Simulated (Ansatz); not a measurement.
## Nudged elastic band run: H4MgNOSi, charge +1

Input file:

```yaml
crystal:
  periodic: [false, false, false]
  atoms:
    - { symbol: O, position_ang: [-1.12432, 1.640855, -0.634565] }
    - { symbol: Si, position_ang: [0.335576, 1.206473, -0.147652] }
    - { symbol: "N", position_ang: [0.782615, -0.313813, 0.276817] }
    - { symbol: Mg, position_ang: [-0.068954, -2.142361, 0.406942] }
    - { symbol: H, position_ang: [-1.926855, 1.110718, -0.749784] }
    - { symbol: H, position_ang: [1.238234, 2.357987, -0.128882] }
    - { symbol: H, position_ang: [1.769884, -0.329498, 0.55083] }
    - { symbol: H, position_ang: [-1.006189, -3.530361, 0.426285] }
total_charge: 1
basis:
  gaussian: { orbitals: "6-31G*" }
hamiltonian:
  xc: b3lyp
  dispersion: d4
neb:
  order_check: false
  images: 7
  f_tol: 0.03
  max_iterations: 60
  final_atoms:
    - { symbol: O, position_ang: [-1.25792355, 1.07146672, -0.55869553] }
    - { symbol: Si, position_ang: [0.29457131, 1.10348894, -0.13932647] }
    - { symbol: "N", position_ang: [0.88444232, -0.34992447, 0.31137187] }
    - { symbol: Mg, position_ang: [-0.10714429, -2.11757868, 0.39089285] }
    - { symbol: H, position_ang: [-1.77332248, 1.83930471, -0.85252929] }
    - { symbol: H, position_ang: [1.02991404, 2.37508295, -0.18724191] }
    - { symbol: H, position_ang: [1.86888099, -0.35223767, 0.58167038] }
    - { symbol: H, position_ang: [-0.93942734, -3.56960251, 0.4538491] }
  initial_path:
    images:
      - { positions_ang: [[-1.12432, 1.640855, -0.634565], [0.335576, 1.206473, -0.147652], [0.782615, -0.313813, 0.276817], [-0.068954, -2.142361, 0.406942], [-1.926855, 1.110718, -0.749784], [1.238234, 2.357987, -0.128882], [1.769884, -0.329498, 0.55083], [-1.006189, -3.530361, 0.426285]] }
      - { positions_ang: [[-1.10903643, 1.60891646, -0.69244322], [0.3343065, 1.19100488, -0.16493071], [0.76387834, -0.33114794, 0.27859544], [-0.06973473, -2.17549106, 0.40606638], [-1.92680346, 1.28525171, -0.70785724], [1.19669886, 2.36299391, -0.14485701], [1.73781155, -0.36798142, 0.58497028], [-0.92712961, -3.57354654, 0.44044707]] }
      - { positions_ang: [[-1.09375287, 1.57697792, -0.75032143], [0.333037, 1.17553675, -0.18220941], [0.74514168, -0.34848288, 0.28037387], [-0.07051546, -2.20862112, 0.40519076], [-1.92675193, 1.45978543, -0.66593047], [1.15516372, 2.36800081, -0.16083202], [1.70573909, -0.40646484, 0.61911056], [-0.84807022, -3.61673208, 0.45460915]] }
      - { positions_ang: [[-1.0784693, 1.54503937, -0.80819965], [0.33176749, 1.16006863, -0.19948812], [0.72640502, -0.36581781, 0.28215231], [-0.07129619, -2.24175117, 0.40431513], [-1.92670039, 1.63431914, -0.62400371], [1.11362858, 2.37300772, -0.17680703], [1.67366664, -0.44494826, 0.65325084], [-0.76901084, -3.65991761, 0.46877122]] }
      - { positions_ang: [[-1.06318574, 1.51310083, -0.86607786], [0.33049799, 1.14460051, -0.21676683], [0.70766836, -0.38315275, 0.28393074], [-0.07207692, -2.27488123, 0.40343951], [-1.92664886, 1.80885286, -0.58207694], [1.07209344, 2.37801462, -0.19278204], [1.64159419, -0.48343169, 0.68739113], [-0.68995145, -3.70310315, 0.48293329]] }
      - { positions_ang: [[-1.11187019, 1.4026923, -0.78923228], [0.32151632, 1.13432262, -0.19740674], [0.75186185, -0.37484568, 0.29079103], [-0.08084377, -2.23555559, 0.40030285], [-1.88831726, 1.81646582, -0.64969003], [1.06154859, 2.3772817, -0.19139701], [1.69841589, -0.45063318, 0.66096094], [-0.75232042, -3.66972799, 0.47566225]] }
      - { positions_ang: [[-1.16055465, 1.29228378, -0.7123867], [0.31253465, 1.12404473, -0.17804665], [0.79605534, -0.36653861, 0.29765131], [-0.08961061, -2.19622995, 0.39716618], [-1.84998567, 1.82407879, -0.71730312], [1.05100374, 2.37654878, -0.19001198], [1.75523759, -0.41783468, 0.63453075], [-0.81468939, -3.63635283, 0.4683912]] }
      - { positions_ang: [[-1.2092391, 1.18187525, -0.63554111], [0.30355298, 1.11376683, -0.15868656], [0.84024883, -0.35823154, 0.30451159], [-0.09837745, -2.15690432, 0.39402952], [-1.81165407, 1.83169175, -0.7849162], [1.04045889, 2.37581587, -0.18862694], [1.81205929, -0.38503618, 0.60810057], [-0.87705837, -3.60297767, 0.46112015]] }
      - { positions_ang: [[-1.25792355, 1.07146672, -0.55869553], [0.29457131, 1.10348894, -0.13932647], [0.88444232, -0.34992447, 0.31137187], [-0.10714429, -2.11757868, 0.39089285], [-1.77332248, 1.83930471, -0.85252929], [1.02991404, 2.37508295, -0.18724191], [1.86888099, -0.35223767, 0.58167038], [-0.93942734, -3.56960251, 0.4538491]] }
```

Run as:

```bash
$ ansatz run input.yaml --threads 1 --pin off --max-ram 2048MiB --backend cpu --events-out ev --progress --plain --runs-dir out
```

Output, in part (warnings, iteration lines, the closing report on the highest movable image, with atoms numbered from 0):

```
NEB end point (image 0): max|allowed force component| = 1.031e-2 eV/Å (the criterion of neb.relax_end_points is 1.000e-2)
NEB end point (image 8): max|allowed force component| = 7.310e-3 eV/Å (the criterion of neb.relax_end_points is 1.000e-2)
NEB iter   1: max|band force component| = 9.464e0 eV/Å  barrier→ = 0.6118 eV  barrier← = 0.7331 eV  Δτ_max = 0.1464 Å  (226 SCF iters)
NEB iter   2: max|band force component| = 7.520e-1 eV/Å  barrier→ = 0.1243 eV  barrier← = 0.2456 eV  Δτ_max = 0.1281 Å  (193 SCF iters)
NEB iter   3: max|band force component| = 4.174e-1 eV/Å  barrier→ = 0.1002 eV  barrier← = 0.2215 eV  CI = image 4  Δτ_max = 0.1015 Å  (195 SCF iters)
NEB iter   4: max|band force component| = 3.853e-1 eV/Å  barrier→ = 0.0802 eV  barrier← = 0.2015 eV  CI = image 4  Δτ_max = 0.0288 Å  (193 SCF iters)
NEB iter   5: max|band force component| = 3.036e-1 eV/Å  barrier→ = 0.0788 eV  barrier← = 0.2002 eV  CI = image 4  Δτ_max = 0.0834 Å  (186 SCF iters)
NEB iter   6: max|band force component| = 1.680e-1 eV/Å  barrier→ = 0.0772 eV  barrier← = 0.1986 eV  CI = image 4  Δτ_max = 0.0338 Å  (195 SCF iters)
NEB iter   7: max|band force component| = 1.221e-1 eV/Å  barrier→ = 0.0770 eV  barrier← = 0.1983 eV  CI = image 4  Δτ_max = 0.0346 Å  (182 SCF iters)
NEB iter   8: max|band force component| = 6.869e-2 eV/Å  barrier→ = 0.0767 eV  barrier← = 0.1980 eV  CI = image 4  Δτ_max = 0.0262 Å  (193 SCF iters)
NEB iter   9: max|band force component| = 2.369e-2 eV/Å  barrier→ = 0.0766 eV  barrier← = 0.1980 eV  CI = image 4  Δτ_max = 0.0000 Å  (353 SCF iters)
Total energy: -16919.22204141 eV, -621.7699417611 hartree
Atom 0 at    -1.102816     1.344852    -0.837330 Å, force    -0.005773     0.002035    -0.013047 eV/Å
Atom 1 at     0.337697     1.153965    -0.182804 Å, force     0.006649    -0.004427     0.007143 eV/Å
Atom 2 at     0.824746    -0.308347     0.369934 Å, force     0.000164     0.005677    -0.000007 eV/Å
Atom 3 at    -0.071709    -2.122902     0.368040 Å, force     0.001177     0.000155    -0.000356 eV/Å
Atom 4 at    -2.013991     1.433134    -0.528990 Å, force     0.000952    -0.000414     0.006441 eV/Å
Atom 5 at     1.216649     2.325733    -0.242825 Å, force    -0.000265    -0.001246     0.000710 eV/Å
Atom 6 at     1.785015    -0.294001     0.723412 Å, force    -0.002875    -0.001062    -0.001447 eV/Å
Atom 7 at    -0.975600    -3.532434     0.330555 Å, force    -0.000029    -0.000718     0.000562 eV/Å
Dipole moment:     0.249293     0.288258     0.288148 e Å
```

The forces met the threshold. A vibrational analysis at the climbing image gives one clearly imaginary mode, 383i cm⁻¹: a first-order saddle point. Limits of this set-up: the dipole of an ion depends on the origin.

Final band (atoms are numbered from 1 in the order of the input):

```csv
image,path coordinate (Å),energy (eV),dihedral H5–O1–Si2–N3 (°)
0,0.00,0.000,0
1,0.18,0.002,5
2,0.37,0.017,23
3,0.55,0.055,49
4,0.74,0.077,78
5,0.96,0.040,110
6,1.18,-0.040,138
7,1.41,-0.104,162
8,1.63,-0.121,180
```

The run took 3.7 min on 1 CPU thread of a shared host.
